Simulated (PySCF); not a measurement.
Simulation results for CH$_{8}$AlBSi, AlBH$_{4}$OSi, CH$_{6}$B$_{3}$, CH$_{5}$B$_{2}$Si and others

Calculation on a computer-drawn molecule: optimised geometry and harmonic frequencies of an isolated molecule of the commonest isotopes, restricted reference for singlets and unrestricted otherwise, frozen core in MP2. Program: PySCF 2.14.0.

```yaml
- entry: 1
  formula: CH8AlBSi
  start_structure:
    atoms_angstrom:
      - [Al, 0.1465, -0.724, -1.059]
      - [B, 0.2105, -0.4084, 0.9656]
      - [C, 1.1838, -1.5416, 1.6152]
      - [Si, 2.9944, -0.7506, 1.3201]
      - [H, -0.5279, 0.0007, -2.1959]
      - [H, 0.9197, -2.0493, -1.5444]
      - [H, -0.187, 0.3969, 1.6921]
      - [H, 1.0699, -1.7558, 2.6646]
      - [H, 1.2783, -2.4127, 1.089]
      - [H, 3.8899, -1.7194, 1.8209]
      - [H, 3.1967, -0.4149, -0.0859]
      - [H, 3.1288, 0.4837, 2.2007]
  given:
    charge: 0
    multiplicity: 1
    method: HF
    basis: "cc-pV(D+d)Z"
    drawn_bonds_atom: [1, 2, 3, 1, 1, 2, 3, 3, 4, 4, 4]
    drawn_bonds_other_atom: [2, 3, 4, 5, 6, 7, 8, 9, 10, 11, 12]
    drawn_bonds_order: [1, 1, 1, 1, 1, 1, 1, 1, 1, 1, 1]
  results:
    optimised_atom_element: [Al, B, C, Si, H, H, H, H, H, H, H, H]
    "optimised_atom_x [angstrom]": [-0.2193, 0.3585, 1.482, 3.122, 0.4667, -1.383, -0.2057, 1.246, 1.721, 4.133, 3.622, 2.961]
    "optimised_atom_y [angstrom]": [-0.8581, -0.7408, -1.573, -0.6169, 0.04182, -1.833, 0.07435, -1.762, -2.528, -1.427, -0.3511, 0.6781]
    "optimised_atom_z [angstrom]": [-1.265, 0.8139, 1.53, 1.582, -2.38, -1.736, 1.509, 2.584, 1.051, 2.3, 0.211, 2.283]
    "modes_frequency [cm^-1]": [50.5, 100.1, 110.4, 204.4, 227.4, 373.7, 484.5, 574.0, 625.3, 643.1, 672.9, 810.3, 845.2, 872.2, 1009, 1023, 1033, 1036, 1077, 1131, 1233, 1543, 1947, 1956, 2299, 2307, 2315, 2614, 3157, 3210]
    "modes_reduced_mass [dalton]": [2.578, 1.146, 1.185, 2.27, 2.284, 1.09, 2.863, 1.094, 1.373, 1.398, 2.453, 1.78, 1.078, 1.223, 1.373, 1.121, 1.039, 1.037, 1.565, 1.654, 1.373, 1.126, 1.057, 1.027, 1.048, 1.051, 1.021, 1.088, 1.058, 1.104]
    "rotational_constants [GHz]": [10.33, 1.536, 1.434]
    "total_energy [hartree]": -598.0287
    "convergence_status_largest_gradient_component [hartree/bohr]": 6.808e-06
- entry: 2
  formula: AlBH4OSi
  start_structure:
    atoms_angstrom:
      - [B, -0.9442, 1.9519, 0.5141]
      - [Si, -0.8977, 0.6453, -0.8085]
      - [O, -1.336, -0.9182, -0.8746]
      - [Al, -1.7974, -2.4937, -0.787]
      - [H, -1.7219, 2.8164, 0.4439]
      - [H, 0.0625, 2.2813, 0.9027]
      - [H, -3.2843, -2.9286, -1.1655]
      - [H, -0.839, -3.613, -0.3721]
  given:
    charge: 0
    multiplicity: 1
    method: HF
    basis: "cc-pV(D+d)Z"
    drawn_bonds_atom: [1, 2, 3, 1, 1, 4, 4]
    drawn_bonds_other_atom: [2, 3, 4, 5, 6, 7, 8]
    drawn_bonds_order: [1, 1, 1, 1, 1, 1, 1]
  results:
    optimised_atom_element: [B, Si, O, Al, H, H, H, H]
    "optimised_atom_x [angstrom]": [-0.9303, -0.6787, -1.264, -1.797, -1.952, -0.06833, -3.311, -0.7574]
    "optimised_atom_y [angstrom]": [1.779, 0.745, -0.708, -2.291, 2.366, 1.824, -2.62, -3.353]
    "optimised_atom_z [angstrom]": [0.3069, -1.465, -0.9287, -0.672, 0.5651, 1.149, -0.9445, -0.1575]
    "modes_frequency [cm^-1]": [78.75, 89.62, 103.7, 180.0, 238.5, 469.0, 541.3, 590.9, 606.4, 670.4, 852.1, 921.6, 1081, 1240, 2016, 2021, 2634, 2703]
    "modes_reduced_mass [dalton]": [3.91, 1.09, 3.386, 4.916, 1.112, 1.209, 8.477, 5.001, 1.255, 1.185, 1.1, 1.518, 13.55, 1.161, 1.063, 1.023, 1.055, 1.121]
    "rotational_constants [GHz]": [12.34, 2.143, 1.908]
    "total_energy [hartree]": -632.7402
    "convergence_status_largest_gradient_component [hartree/bohr]": 2.752e-05
- entry: 3
  formula: CH6B3
  start_structure:
    atoms_angstrom:
      - [B, -0.3118, 2.642, 1.2786]
      - [B, 1.0029, 1.8954, 1.605]
      - [B, 1.3958, 0.7383, 0.5184]
      - [C, 0.7332, -0.7212, 0.5486]
      - [H, -1.2318, 3.1749, 0.9144]
      - [H, 1.7846, 2.0284, 2.3231]
      - [H, 2.0666, 0.9501, -0.3402]
      - [H, 1.5443, -1.5095, 0.4649]
      - [H, 0.1322, -0.9617, -0.3819]
      - [H, 0.1477, -0.9072, 1.4321]
  given:
    charge: 0
    multiplicity: 2
    method: HF
    basis: cc-pVDZ
    drawn_bonds_atom: [1, 2, 3, 1, 2, 3, 4, 4, 4]
    drawn_bonds_other_atom: [2, 3, 4, 5, 6, 7, 8, 9, 10]
    drawn_bonds_order: [1, 1, 1, 1, 1, 1, 1, 1, 1]
  results:
    optimised_atom_element: [B, B, B, C, H, H, H, H, H, H]
    "optimised_atom_x [angstrom]": [-0.3501, 0.8824, 1.357, 0.8333, -1.262, 1.56, 2.156, 1.65, 0.19, 0.2461]
    "optimised_atom_y [angstrom]": [2.883, 1.891, 0.6164, -0.8727, 3.626, 2.083, 0.8469, -1.597, -1.05, -1.098]
    "optimised_atom_z [angstrom]": [1.273, 1.445, 0.4273, 0.5391, 1.147, 2.43, -0.4497, 0.4562, -0.3358, 1.431]
    "modes_frequency [cm^-1]": [73.51, 125.1, 203.7, 249.0, 398.5, 606.5, 635.8, 699.3, 706.7, 885.6, 938.7, 982.7, 1050, 1156, 1255, 1425, 1543, 1570, 2622, 2635, 2870, 3137, 3206, 3249]
    "modes_reduced_mass [dalton]": [1.17, 2.141, 2.213, 1.962, 1.227, 1.088, 1.997, 1.15, 2.06, 1.309, 1.571, 1.861, 2.658, 2.041, 2.687, 1.299, 1.058, 1.064, 1.087, 1.091, 1.108, 1.047, 1.086, 1.102]
    "rotational_constants [GHz]": [21.29, 3.618, 3.412]
    "total_energy [hartree]": -115.3217
    spin_squared: 0.7581
    "convergence_status_largest_gradient_component [hartree/bohr]": 1.428e-05
- entry: 4
  formula: CH5B2Si
  start_structure:
    atoms_angstrom:
      - [B, -0.9033, -2.3322, 0.3692]
      - [B, -0.0407, -1.162, -0.2554]
      - [C, 0.8057, -0.2029, -0.739]
      - [Si, 0.6803, 1.7096, -0.7953]
      - [H, -1.8453, -2.1635, 0.9973]
      - [H, -0.6013, -3.4887, 0.2236]
      - [H, 1.6107, -0.5195, -1.4496]
      - [H, 1.7287, 2.4958, -1.461]
      - [H, -0.4062, 2.4057, 0.0093]
  given:
    charge: 1
    multiplicity: 1
    method: HF
    basis: "cc-pV(D+d)Z"
    drawn_bonds_atom: [1, 2, 3, 1, 1, 3, 4, 4]
    drawn_bonds_other_atom: [2, 3, 4, 5, 6, 7, 8, 9]
    drawn_bonds_order: [1, 2, 1, 1, 1, 1, 1, 1]
  results:
    optimised_atom_element: [B, B, C, Si, H, H, H, H, H]
    "optimised_atom_x [angstrom]": [-0.9417, 0.102, 0.9532, 0.6565, -1.866, -0.7248, 1.807, 1.523, -0.4817]
    "optimised_atom_y [angstrom]": [-2.262, -1.139, -0.1695, 1.539, -1.862, -3.424, -0.4962, 2.545, 2.011]
    "optimised_atom_z [angstrom]": [0.4036, -0.331, -0.9304, -0.7352, 1.04, 0.265, -1.522, -1.344, 0.05245]
    "modes_frequency [cm^-1]": [102.6, 179.0, 244.4, 338.7, 361.2, 600.1, 687.6, 720.0, 747.0, 820.6, 928.6, 978.6, 1030, 1108, 1241, 1598, 2420, 2455, 2738, 2845, 3297]
    "modes_reduced_mass [dalton]": [3.064, 1.296, 1.123, 2.228, 2.842, 1.62, 1.799, 1.137, 1.197, 2.232, 2.456, 1.416, 1.087, 1.579, 1.142, 9.765, 1.028, 1.058, 1.05, 1.129, 1.087]
    "rotational_constants [GHz]": [23.81, 2.573, 2.322]
    "total_energy [hartree]": -378.7606
    "convergence_status_largest_gradient_component [hartree/bohr]": 2.394e-05
- entry: 5
  formula: CH6AlBN
  start_structure:
    atoms_angstrom:
      - [B, -2.4834, -3.118, 0.4543]
      - [Al, -0.7063, -2.0633, 0.0707]
      - ["N", 0.774, -1.1624, -0.2075]
      - [C, 1.8694, -0.8111, 0.6827]
      - [H, -3.2022, -3.2774, -0.4356]
      - [H, -2.6281, -3.5078, 1.4959]
      - [H, 0.8956, -0.7231, -1.1233]
      - [H, 1.6191, -1.1728, 1.6757]
      - [H, 2.0192, 0.313, 0.7332]
      - [H, 2.77, -1.2047, 0.3343]
  given:
    charge: 1
    multiplicity: 1
    method: HF
    basis: "cc-pV(D+d)Z"
    drawn_bonds_atom: [1, 2, 3, 1, 1, 3, 4, 4, 4]
    drawn_bonds_other_atom: [2, 3, 4, 5, 6, 7, 8, 9, 10]
    drawn_bonds_order: [1, 1, 1, 1, 1, 1, 1, 1, 1]
  results:
    optimised_atom_element: [B, Al, "N", C, H, H, H, H, H, H]
    "optimised_atom_x [angstrom]": [-2.489, -0.6766, 0.7636, 1.864, -3.247, -2.664, 0.9398, 1.666, 1.968, 2.802]
    "optimised_atom_y [angstrom]": [-3.128, -2.011, -1.126, -0.7828, -3.285, -3.544, -0.7598, -1.182, 0.298, -1.207]
    "optimised_atom_z [angstrom]": [0.4482, 0.0652, -0.2345, 0.6857, -0.4542, 1.548, -1.157, 1.681, 0.768, 0.3306]
    "modes_frequency [cm^-1]": [80.05, 91.58, 132.0, 188.3, 264.0, 486.1, 578.8, 643.3, 843.3, 902.6, 1156, 1167, 1196, 1222, 1495, 1574, 1587, 1620, 2746, 2878, 3199, 3284, 3298, 3744]
    "modes_reduced_mass [dalton]": [1.098, 3.228, 2.086, 1.651, 3.908, 4.95, 1.223, 1.254, 6.284, 1.295, 1.155, 3.366, 1.205, 1.276, 1.401, 1.145, 1.041, 1.043, 1.043, 1.134, 1.033, 1.106, 1.109, 1.074]
    "rotational_constants [GHz]": [32.32, 2.383, 2.251]
    "total_energy [hartree]": -362.1599
    "convergence_status_largest_gradient_component [hartree/bohr]": 1.787e-05
- entry: 6
  formula: Al2ClFH
  start_structure:
    atoms_angstrom:
      - [F, -1.5115, -2.9789, -0.5518]
      - [Al, -1.0037, -3.2937, 0.9663]
      - [Al, -1.9492, -1.1936, 2.3283]
      - [Cl, -2.6856, 0.419, 3.3235]
      - [H, -0.1942, -4.4323, 1.6254]
  given:
    charge: 1
    multiplicity: 1
    method: MP2
    basis: "cc-pV(D+d)Z"
    drawn_bonds_atom: [1, 2, 3, 2]
    drawn_bonds_other_atom: [2, 3, 4, 5]
    drawn_bonds_order: [1, 1, 1, 1]
  results:
    optimised_atom_element: [F, Al, Al, Cl, H]
    "optimised_atom_x [angstrom]": [-1.519, -1.002, -1.945, -2.685, -0.1923]
    "optimised_atom_y [angstrom]": [-2.974, -3.298, -1.199, 0.4197, -4.428]
    "optimised_atom_z [angstrom]": [-0.5744, 0.9625, 2.331, 3.327, 1.646]
    "modes_frequency [cm^-1]": [67.17, 97.49, 149.2, 262.1, 429.5, 574.1, 650.6, 861.5, 2095]
    "modes_reduced_mass [dalton]": [15.79, 11.95, 22.9, 11.82, 1.244, 1.108, 25.66, 17.53, 1.047]
    "rotational_constants [GHz]": [15.42, 1.012, 0.9494]
    "total_energy [hartree]": -1043.6747
    "convergence_status_largest_gradient_component [hartree/bohr]": 2.003e-05
- entry: 7
  formula: BH3NOSi
  start_structure:
    atoms_angstrom:
      - [B, -2.6779, -2.9126, -1.4204]
      - ["N", -1.613, -2.3012, -1.5166]
      - [Si, -0.0966, -1.3597, -1.58]
      - [O, 0.0732, -0.2624, -0.5004]
      - [H, -3.6919, -3.4988, -1.3331]
      - [H, 0.938, -2.463, -1.5811]
      - [H, -0.0998, -0.889, -3.0175]
  given:
    charge: -1
    multiplicity: 1
    method: MP2
    basis: "aug-cc-pV(D+d)Z"
    drawn_bonds_atom: [1, 2, 3, 1, 3, 3]
    drawn_bonds_other_atom: [2, 3, 4, 5, 6, 7]
    drawn_bonds_order: [2, 1, 1, 1, 1, 1]
  results:
    optimised_atom_element: [B, "N", Si, O, H, H, H]
    "optimised_atom_x [angstrom]": [-2.707, -1.612, -0.06836, 0.1074, -3.726, 0.9403, -0.1016]
    "optimised_atom_y [angstrom]": [-2.934, -2.3, -1.344, -0.2179, -3.527, -2.473, -0.8901]
    "optimised_atom_z [angstrom]": [-1.423, -1.518, -1.584, -0.476, -1.338, -1.583, -3.028]
    "modes_frequency [cm^-1]": [131.6, 170.9, 336.9, 552.2, 668.9, 687.3, 687.8, 769.1, 919.9, 981.5, 1054, 1788, 2046, 2100, 2843]
    "modes_reduced_mass [dalton]": [4.315, 3.205, 9.595, 9.535, 1.563, 1.311, 1.321, 1.054, 1.139, 1.375, 3.171, 5.452, 1.048, 1.03, 1.18]
    "rotational_constants [GHz]": [21.44, 3.378, 3.018]
    "total_energy [hartree]": -445.3609
    "convergence_status_largest_gradient_component [hartree/bohr]": 2.895e-05
- entry: 8
  formula: Al2FH2O
  start_structure:
    atoms_angstrom:
      - [F, -2.4771, -1.9526, 4.0043]
      - [Al, -2.477, -1.4877, 2.1043]
      - [O, -2.3393, -0.4338, 0.5912]
      - [Al, -0.6361, -0.4777, 0.1094]
      - [H, 0.2233, -1.8778, 0.043]
      - [H, 0.1325, 0.7973, -0.6039]
  given:
    charge: 1
    multiplicity: 1
    method: HF
    basis: "cc-pV(D+d)Z"
    drawn_bonds_atom: [1, 2, 3, 4, 4]
    drawn_bonds_other_atom: [2, 3, 4, 5, 6]
    drawn_bonds_order: [1, 1, 1, 1, 1]
  results:
    optimised_atom_element: [F, Al, O, Al, H, H]
    "optimised_atom_x [angstrom]": [-3.287, -2.357, -1.43, -0.4003, 0.3399, -0.4391]
    "optimised_atom_y [angstrom]": [-1.668, -1.317, -0.9687, -0.5808, -1.824, 0.9271]
    "optimised_atom_z [angstrom]": [3.78, 2.523, 1.271, -0.1247, -0.695, -0.5051]
    "modes_frequency [cm^-1]": [89.99, 100.6, 222.0, 244.0, 442.8, 584.9, 650.7, 800.5, 891.3, 1262, 2086, 2112]
    "modes_reduced_mass [dalton]": [5.919, 10.18, 8.671, 12.26, 12.09, 1.278, 1.188, 1.076, 16.82, 18.62, 1.018, 1.069]
    "rotational_constants [GHz]": [122.1, 1.526, 1.507]
    "total_energy [hartree]": -659.1997
    "convergence_status_largest_gradient_component [hartree/bohr]": 2.948e-05
- entry: 9
  formula: Al3FH3
  start_structure:
    atoms_angstrom:
      - [F, 4.4209, -2.0426, 0.6094]
      - [Al, 3.0049, -1.6724, -0.231]
      - [Al, 0.6983, -0.7928, -0.9791]
      - [Al, -1.3889, 0.706, -0.5219]
      - [H, 1.1953, -1.8725, -2.1422]
      - [H, -2.8413, 1.4199, -0.606]
      - [H, -0.5602, 1.0094, 0.8579]
  given:
    charge: 0
    multiplicity: 2
    method: HF
    basis: "cc-pV(D+d)Z"
    drawn_bonds_atom: [1, 2, 3, 3, 4, 4]
    drawn_bonds_other_atom: [2, 3, 4, 5, 6, 7]
    drawn_bonds_order: [1, 1, 1, 1, 1, 1]
  results:
    optimised_atom_element: [F, Al, Al, Al, H, H, H]
    "optimised_atom_x [angstrom]": [3.45, 3.259, 0.9058, -0.9427, 0.8942, -2.405, -0.632]
    "optimised_atom_y [angstrom]": [-2.604, -1.387, -0.8881, 0.6638, -1.314, 0.1211, 2.163]
    "optimised_atom_z [angstrom]": [1.051, -0.07206, -1.25, -0.2235, -2.786, 0.06987, 0.1977]
    "modes_frequency [cm^-1]": [39.43, 65.29, 87.9, 128.5, 245.0, 312.4, 360.0, 404.5, 482.9, 602.5, 814.1, 838.2, 1926, 1952, 1956]
    "modes_reduced_mass [dalton]": [10.26, 1.547, 3.906, 3.442, 11.65, 1.107, 10.85, 1.242, 1.112, 1.16, 12.22, 1.104, 1.042, 1.043, 1.041]
    "rotational_constants [GHz]": [7.438, 1.01, 0.9456]
    "total_energy [hartree]": -826.9740
    spin_squared: 0.8227
    "convergence_status_largest_gradient_component [hartree/bohr]": 1.014e-05
- entry: 10
  formula: CH7BNSi
  start_structure:
    atoms_angstrom:
      - [B, -1.0026, 2.7408, 1.9089]
      - [Si, 0.6173, 1.7886, 1.5885]
      - [C, 0.7436, 0.1021, 0.6346]
      - ["N", 1.2464, -1.0933, 1.4536]
      - [H, -2.0129, 2.3913, 1.476]
      - [H, -1.0103, 3.6794, 2.4876]
      - [H, 1.9894, 1.9665, 2.1347]
      - [H, -0.2079, -0.1315, 0.253]
      - [H, 1.4871, 0.1759, -0.1466]
      - [H, 2.1499, -0.841, 1.8922]
      - [H, 0.5658, -1.2264, 2.2488]
  given:
    charge: 0
    multiplicity: 2
    method: HF
    basis: "cc-pV(D+d)Z"
    drawn_bonds_atom: [1, 2, 3, 1, 1, 2, 3, 3, 4, 4]
    drawn_bonds_other_atom: [2, 3, 4, 5, 6, 7, 8, 9, 10, 11]
    drawn_bonds_order: [1, 1, 1, 1, 1, 1, 1, 1, 1, 1]
  results:
    optimised_atom_element: [B, Si, C, "N", H, H, H, H, H, H, H]
    "optimised_atom_x [angstrom]": [-0.988, 0.5392, 0.6951, 1.349, -1.994, -0.9365, 1.808, -0.3009, 1.245, 2.285, 0.8633]
    "optimised_atom_y [angstrom]": [2.837, 1.639, 0.0358, -1.094, 2.572, 3.838, 1.933, -0.275, 0.2494, -0.846, -1.337]
    "optimised_atom_z [angstrom]": [1.811, 1.744, 0.7282, 1.393, 1.213, 2.47, 2.452, 0.4023, -0.1931, 1.67, 2.24]
    "modes_frequency [cm^-1]": [44.91, 159.8, 215.4, 286.7, 306.2, 437.7, 589.6, 646.9, 765.6, 792.0, 878.6, 910.9, 988.3, 1136, 1161, 1245, 1380, 1484, 1555, 1785, 2306, 2672, 2757, 3178, 3224, 3712, 3790]
    "modes_reduced_mass [dalton]": [2.911, 2.419, 1.176, 1.161, 3.532, 1.028, 1.529, 1.942, 3.077, 1.781, 1.261, 1.217, 1.393, 2.544, 1.159, 1.172, 1.304, 1.207, 1.077, 1.087, 1.041, 1.051, 1.127, 1.062, 1.102, 1.051, 1.093]
    "rotational_constants [GHz]": [18.78, 2.654, 2.498]
    "total_energy [hartree]": -409.9454
    spin_squared: 0.7621
    "convergence_status_largest_gradient_component [hartree/bohr]": 1.751e-05
```
